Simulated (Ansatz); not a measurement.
Species: HBOBr, charge 0, doublet. HBOBr (SMILES O[B]Br, doublet).
B3LYP-D3(BJ)/def2-TZVP minimum from Ansatz (an electronic-structure program):
```xyz
4

B      0.0282    -1.0833     0.5990
Br    -0.3080     0.5106    -0.4185
O      1.1765    -1.2908     1.2420
H      1.2258    -2.1281     1.7177
```
Charge 0, spin multiplicity 2.

Total energies in hartree (Ansatz). Radicals and triplets start from unrestricted determinants; spin-orbit coupling is neglected. Correlated methods leave the cores frozen (noble-gas shells, and filled d and f shells in the p block). No relativity. For partners of very few electrons the exact lower level stands in for a higher one. Spin-orbit terms, left out, reach several kcal/mol for Br and I, and more for heavier atoms.

```tsv
species	HF/cc-pVTZ	CCSD(T)/cc-pVTZ	HF/cc-pVQZ	CCSD(T)/cc-pVQZ	CCSDT(Q)/cc-pVTZ
1: HBOBr (SMILES O[B]Br, doublet)	-2672.66186	-2673.17413	-2672.67262	-2673.22610	-2673.17583
2: B (doublet)	-24.53207	-24.59810	-24.53297	-24.60084	-24.59852
3: Br (doublet)	-2572.44509	-2572.60263	-2572.44802	-2572.62195	-2572.60328
4: O (triplet)	-74.81176	-74.97396	-74.81729	-74.99357	-74.97430
5: H (doublet)	-0.49981	-0.49981	-0.49995	-0.49995	-0.49981
```

Q: Work out the atomisation energy (electronic, to ground-state atoms) in kJ/mol: take Hartree-Fock from cc-pVQZ, extrapolate the CCSD(T) correlation energy as X^-3 (X = 3, 4), and add CCSDT(Q) - CCSD(T) in cc-pVTZ. 1 hartree = 2625.5 kJ/mol.

A: 
Species 1: correlation (64·(-0.55348) - 27·(-0.51227))/37 = -0.58355; step -0.00170; E1 = -2672.67262 + (-0.58355) + (-0.00170) = -2673.25787
Species 2: correlation (64·(-0.06787) - 27·(-0.06603))/37 = -0.06921; step -0.00042; E2 = -24.53297 + (-0.06921) + (-0.00042) = -24.60260
Species 3: correlation (64·(-0.17393) - 27·(-0.15754))/37 = -0.18589; step -0.00065; E3 = -2572.44802 + (-0.18589) + (-0.00065) = -2572.63456
Species 4: correlation (64·(-0.17628) - 27·(-0.16220))/37 = -0.18655; step -0.00034; E4 = -74.81729 + (-0.18655) + (-0.00034) = -75.00418
Species 5: correlation (64·(0.00000) - 27·(0.00000))/37 = 0.00000; step +0.00000; E5 = -0.49995 + (0.00000) + (+0.00000) = -0.49995
-1·E1 +1·E2 +1·E3 +1·E4 +1·E5 = 0.51658 hartree = 1356.3 kJ/mol.
